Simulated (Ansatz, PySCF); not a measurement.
This PySCF input computes a SVWN5/def2-TZVPD energy:

```python
from pyscf import gto, scf, dft

mol = gto.M(
    atom='''
    B     0.03800094   -0.00450089    0.01099810
    F     0.27201426    1.29016309   -0.29557195
    N     1.13535548   -0.86934287    0.40415874
    N    -1.27930326   -0.47689142    0.00532023
    H     1.93671852   -0.82868518   -0.22748986
    H    -2.05374782    0.07613502   -0.32015905
    H    -1.51346926   -1.41277317    0.28645318
    ''',
    basis='def2-tzvpd',
    charge=0,
    spin=1,
    verbose=4,
)

mf = dft.UKS(mol, xc='svwn').density_fit(auxbasis='def2-universal-jkfit')
mf.grids.level = 3
mf.conv_tol = 1e-9
mf.max_cycle = 100
mf.max_memory = 1500
mf.kernel()
if not mf.converged:
    mf = mf.newton()
    mf.kernel(mf.make_rdm1())
for _ in range(2):
    mo, _, stable, _ = mf.stability(return_status=True)
    if stable:
        break
    mf.kernel(mf.make_rdm1(mo, mf.mo_occ))
mf.analyze()
```

Question: Write an input for the same energy in Ansatz (an electronic-structure program) and say what it gives.

Answer: 
Ansatz 0.2 input:
```yaml
crystal:
  periodic: [false, false, false]
  atoms:
    - {symbol: B, position_ang: [0.03800094, -0.00450089, 0.01099810]}
    - {symbol: F, position_ang: [0.27201426, 1.29016309, -0.29557195]}
    - {symbol: N, position_ang: [1.13535548, -0.86934287, 0.40415874]}
    - {symbol: N, position_ang: [-1.27930326, -0.47689142, 0.00532023]}
    - {symbol: H, position_ang: [1.93671852, -0.82868518, -0.22748986]}
    - {symbol: H, position_ang: [-2.05374782, 0.07613502, -0.32015905]}
    - {symbol: H, position_ang: [-1.51346926, -1.41277317, 0.28645318]}
basis:
  gaussian:
    orbitals: def2-TZVPD
hamiltonian:
  xc: {name: SVWN5}
magnetization: {spin_polarized: true, initial_magnetization: 1}
output: {forces: true}
```
It gives -234.35399 Eh, and PySCF -234.35406 Eh, a difference of 0.07 mEh, from the treatment of integrals and grids.

It need not be the lowest isomer of its formula.
